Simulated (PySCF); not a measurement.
Cl₃Ga, triplet, at a GFN2-xTB geometry (such geometries of metal compounds can be far from the true shape) (a higher spin typed on purpose: for a closed-shell molecule this is an excited state); M062X/pcseg-1 (PySCF).

PySCF was given this input:
```python
from pyscf import gto, scf, dft

mol = gto.M(
    atom='''
Ga   -0.457680    0.063993    0.535484
Cl   -1.714038   -1.306597   -0.588626
Cl    0.691513    1.640169   -0.816953
Cl    1.857117   -0.450264    0.429109
''',
    basis='pcseg-1',
    charge=0,
    spin=2,
    verbose=4,
)

mf = dft.UKS(mol)
mf.xc = 'm062x'
mf.init_guess = 'mod_huckel'
mf.kernel()
mf.analyze()
```

Output, abridged:

```
PySCF version 2.14.0

[INPUT] verbose = 4
[INPUT] num. atoms = 4
[INPUT] num. electrons = 82
[INPUT] charge = 0
[INPUT] spin (= nelec alpha-beta = 2S) = 2
[INPUT] symmetry False subgroup None
[INPUT] Mole.unit = angstrom
[INPUT] Symbol           X                Y                Z      unit          X                Y                Z       unit  Magmom
[...]
nuclear repulsion = 500.27360756462
number of shells = 12
number of NR pGTOs = 214
number of NR cGTOs = 81
basis = pcseg-1
ecp = {}

******** <class 'pyscf.dft.uks.UKS'> ********
method = UKS
initial guess = mod_huckel
damping factor = 0
level_shift factor = 0
DIIS = <class 'pyscf.scf.diis.CDIIS'>
diis_start_cycle = 1
diis_space = 8
diis_damp = 0
SCF conv_tol = 1e-09
SCF conv_tol_grad = None
SCF max_cycles = 50
direct_scf = True
direct_scf_tol = 1e-13
number electrons alpha = 42  beta = 40
XC library pyscf.dft.libxc version 7.1.2
    S. Lehtola, C. Steigemann, M. J. T. Oliveira, and M. A. L. Marques,  SoftwareX 7, 1–5 (2018)
XC functionals = m062x
    Y. Zhao and D. G. Truhlar,  Theor. Chem. Acc. 120, 215 (2008)
    Y. Zhao and D. G. Truhlar,  Theor. Chem. Acc. 120, 215 (2008)
radial grids:
    Treutler-Ahlrichs [JCP 102, 346 (1995); DOI:10.1063/1.469408] (M4) radial grids

becke partition: Becke, JCP 88, 2547 (1988); DOI:10.1063/1.454033
pruning grids: <function nwchem_prune>
grids dens level: 3
symmetrized grids: False
atomic radii adjust function: <function treutler_atomic_radii_adjust>
small_rho_cutoff = 0
Set gradient conv threshold to 3.16228e-05
Initial guess from on-the-fly Huckel, doi:10.1021/acs.jctc.8b01089,
employing the updated GWH rule from doi:10.1021/ja00480a005.
Spherically averaged atomic HF for {'Cl', 'Ga'}

******** <class 'pyscf.scf.atom_hf.AtomSphAverageRHF'> ********
method = AtomSphAverageRHF
initial guess = minao
damping factor = 0
level_shift factor = 0
DIIS = <class 'pyscf.scf.diis.CDIIS'>
diis_start_cycle = 1
diis_space = 8
diis_damp = 0
SCF conv_tol = 1e-09
SCF conv_tol_grad = None
SCF max_cycles = 50
direct_scf = True
direct_scf_tol = 1e-13
atom = Ga
Set gradient conv threshold to 3.16228e-05
Initial guess from minao.
init E= -1922.26742777668
cycle= 1 E= -1922.8594970358  delta_E= -0.592  |g|=    0  |ddm|= 0.551
cycle= 2 E= -1922.85988253532  delta_E= -0.000385  |g|=    0  |ddm|= 0.0408
cycle= 3 E= -1922.85989481607  delta_E= -1.23e-05  |g|=    0  |ddm|= 0.0161
cycle= 4 E= -1922.85989522626  delta_E= -4.1e-07  |g|=    0  |ddm|= 0.00233
cycle= 5 E= -1922.85989523809  delta_E= -1.18e-08  |g|=    0  |ddm|= 0.000719
cycle= 6 E= -1922.85989523822  delta_E= -1.27e-10  |g|=    0  |ddm|= 8.4e-05
Extra cycle  E= -1922.85989523822  delta_E= -2.73e-12  |g|=    0  |ddm|= 1.18e-07
Atomic HF for atom  Ga  converged. SCF energy = -1922.85989523822

******** <class 'pyscf.scf.atom_hf.AtomSphAverageRHF'> ********
method = AtomSphAverageRHF
initial guess = minao
damping factor = 0
level_shift factor = 0
DIIS = <class 'pyscf.scf.diis.CDIIS'>
diis_start_cycle = 1
diis_space = 8
diis_damp = 0
SCF conv_tol = 1e-09
SCF conv_tol_grad = None
SCF max_cycles = 50
direct_scf = True
direct_scf_tol = 1e-13
atom = Cl
Set gradient conv threshold to 3.16228e-05
Initial guess from minao.
init E= -459.210835520271
cycle= 1 E= -459.234083902423  delta_E= -0.0232  |g|=    0  |ddm|= 0.115
cycle= 2 E= -459.234129414119  delta_E= -4.55e-05  |g|=    0  |ddm|= 0.0267
cycle= 3 E= -459.234132518135  delta_E= -3.1e-06  |g|=    0  |ddm|= 0.00508
cycle= 4 E= -459.23413252338  delta_E= -5.24e-09  |g|=    0  |ddm|= 0.000331
cycle= 5 E= -459.234132523475  delta_E= -9.56e-11  |g|=    0  |ddm|= 5.23e-05
Extra cycle  E= -459.234132523475  delta_E= 1.14e-13  |g|=    0  |ddm|= 1.34e-07
Atomic HF for atom  Cl  converged. SCF energy = -459.234132523475

tot grids = 77544
init E= -3304.91380027716
cycle= 1 E= -3305.02225143107  delta_E= -0.108  |g|= 0.484  |ddm|= 1.62
cycle= 2 E= -3305.06974263341  delta_E= -0.0475  |g|= 0.418  |ddm|= 1.27
[...]
converged SCF energy = -3305.18292621887  <S^2> = 2.0084092  2S+1 = 3.0056009
Total Energy =                       -3305.182926218867578
[...]
DFT Exchange-Correlation Energy =     -159.828349393692406
**** MO energy ****
                             alpha | beta                alpha | beta
[...]
To work with the spin densities directly, `use mulliken_meta_spin()` only printing them here.

 ** Mulliken spin pop alpha/beta on meta-lowdin orthogonal AOs **
 ** Mulliken Spin Density (per AO)  **
spin_pop of  0 Ga 1s        0.00000
spin_pop of  0 Ga 2s        0.00004
spin_pop of  0 Ga 3s        0.00179
spin_pop of  0 Ga 4s        0.46807
spin_pop of  0 Ga 5s        0.00395
spin_pop of  0 Ga 2px       0.00000
spin_pop of  0 Ga 2py       0.00000
spin_pop of  0 Ga 2pz       0.00000
spin_pop of  0 Ga 3px      -0.00001
spin_pop of  0 Ga 3py      -0.00000
spin_pop of  0 Ga 3pz       0.00000
spin_pop of  0 Ga 4px       0.00122
spin_pop of  0 Ga 4py       0.03360
spin_pop of  0 Ga 4pz       0.22470
spin_pop of  0 Ga 5px       0.00039
spin_pop of  0 Ga 5py       0.00070
spin_pop of  0 Ga 5pz       0.00069
spin_pop of  0 Ga 3dxy      0.00008
spin_pop of  0 Ga 3dyz      0.00002
spin_pop of  0 Ga 3dz^2     0.00003
spin_pop of  0 Ga 3dxz      0.00001
spin_pop of  0 Ga 3dx2-y2    0.00004
spin_pop of  0 Ga 4dxy      0.00005
spin_pop of  0 Ga 4dyz     -0.00039
spin_pop of  0 Ga 4dz^2     0.00026
spin_pop of  0 Ga 4dxz     -0.00106
spin_pop of  0 Ga 4dx2-y2   -0.00078
spin_pop of  1 Cl 1s        0.00000
spin_pop of  1 Cl 2s        0.00000
spin_pop of  1 Cl 3s        0.00123
spin_pop of  1 Cl 4s        0.00001
spin_pop of  1 Cl 2px       0.00000
spin_pop of  1 Cl 2py       0.00000
spin_pop of  1 Cl 2pz       0.00000
spin_pop of  1 Cl 3px       0.00632
spin_pop of  1 Cl 3py       0.04312
spin_pop of  1 Cl 3pz       0.07312
spin_pop of  1 Cl 4px       0.00004
spin_pop of  1 Cl 4py       0.00015
spin_pop of  1 Cl 4pz       0.00088
spin_pop of  1 Cl 3dxy     -0.00001
spin_pop of  1 Cl 3dyz     -0.00016
spin_pop of  1 Cl 3dz^2     0.00003
spin_pop of  1 Cl 3dxz     -0.00006
spin_pop of  1 Cl 3dx2-y2   -0.00001
spin_pop of  2 Cl 1s       -0.00000
spin_pop of  2 Cl 2s       -0.00000
spin_pop of  2 Cl 3s        0.00665
spin_pop of  2 Cl 4s        0.00001
spin_pop of  2 Cl 2px       0.00000
spin_pop of  2 Cl 2py       0.00001
spin_pop of  2 Cl 2pz       0.00000
spin_pop of  2 Cl 3px       0.18922
spin_pop of  2 Cl 3py       0.26071
spin_pop of  2 Cl 3pz       0.11362
spin_pop of  2 Cl 4px       0.00029
spin_pop of  2 Cl 4py       0.00009
spin_pop of  2 Cl 4pz       0.00061
spin_pop of  2 Cl 3dxy      0.00001
spin_pop of  2 Cl 3dyz     -0.00021
spin_pop of  2 Cl 3dz^2     0.00006
spin_pop of  2 Cl 3dxz     -0.00005
spin_pop of  2 Cl 3dx2-y2   -0.00010
spin_pop of  3 Cl 1s       -0.00000
spin_pop of  3 Cl 2s       -0.00000
spin_pop of  3 Cl 3s        0.00665
spin_pop of  3 Cl 4s        0.00001
spin_pop of  3 Cl 2px       0.00000
spin_pop of  3 Cl 2py       0.00001
spin_pop of  3 Cl 2pz       0.00000
spin_pop of  3 Cl 3px       0.08100
spin_pop of  3 Cl 3py       0.33527
spin_pop of  3 Cl 3pz       0.14734
spin_pop of  3 Cl 4px       0.00025
spin_pop of  3 Cl 4py       0.00025
spin_pop of  3 Cl 4pz       0.00049
spin_pop of  3 Cl 3dxy     -0.00029
spin_pop of  3 Cl 3dyz     -0.00000
spin_pop of  3 Cl 3dz^2    -0.00000
spin_pop of  3 Cl 3dxz     -0.00007
spin_pop of  3 Cl 3dx2-y2    0.00009
 ** Mulliken Spin Density (per atom)  **
spin density of  0 Ga =      0.73342
spin density of  1 Cl =      0.12466
spin density of  2 Cl =      0.57094
spin density of  3 Cl =      0.57099
 ** Mulliken pop alpha/beta on meta-lowdin orthogonal AOs **
 ** Mulliken pop       alpha | beta **
In total            42.00000 | 40.00000
 ** Mulliken atomic charges   ( Nelec_alpha | Nelec_beta ) **
charge of  0Ga =      0.51612  (    15.60865     14.87523 )
charge of  1Cl =     -0.29201  (     8.70833      8.58368 )
charge of  2Cl =     -0.11206  (     8.84150      8.27056 )
charge of  3Cl =     -0.11205  (     8.84152      8.27053 )
Dipole moment(X, Y, Z, Debye):  0.05797,  0.93096,  1.50738
```
